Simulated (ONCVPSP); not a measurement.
## How hard is this O ONCV potential?

| Property | Result |
| --- | --- |
| Element | O |
| Generator | ONCVPSP 4.0.1 |
| Type | optimised norm-conserving Vanderbilt (ONCV) |
| Functional | LDA (Perdew-Wang 92) |
| Relativity | scalar-relativistic |
| Frozen core | [He] |
| Valence charge | 6 |
| Reference configuration | 2s2 2p2 (charge +2) |
| Partial waves | 2s: rc 0.75 bohr, ncon 3, nbas 8, qcut 9.9 1/bohr, 2 projectors, debl 4 Ha; 2p: rc 1.15 bohr, ncon 4, nbas 7, qcut 11.4 1/bohr, 2 projectors, debl 1.1 Ha |
| Local potential | polynomial inside 0.70 bohr (lpopt 5, dvloc0 0 Ha) |
| Core correction | Teter function, fcfact 3.75, rcfact 1.7 |

In the p channel the program set the typed energies aside and used -1.593, 0.250 Ha.

Task: For each optimised wave give the share of its norm inside rc, the residual kinetic energy above qcut (Ha) and the cutoffs (Ha) for errors of 10, 1, 0.1 and 0.01 mHa per electron.

Result:

```tsv
wave	norm inside rc	residual KE	10 mHa	1 mHa	0.1 mHa	0.01 mHa
2s	0.275	2.3e-04	30.1	41.9	73.9	320.8
s projector 2	0.031	1.0e-04	22.1	36.3	49.5	422.4
2p	0.679	4.6e-06	36.2	47.1	55.5	62.6
p projector 2	0.044	2.8e-06	27.9	41.6	52.1	60.8
```

The occupied waves need 47 Ha and 74 Ha for 1 and 0.1 mHa.
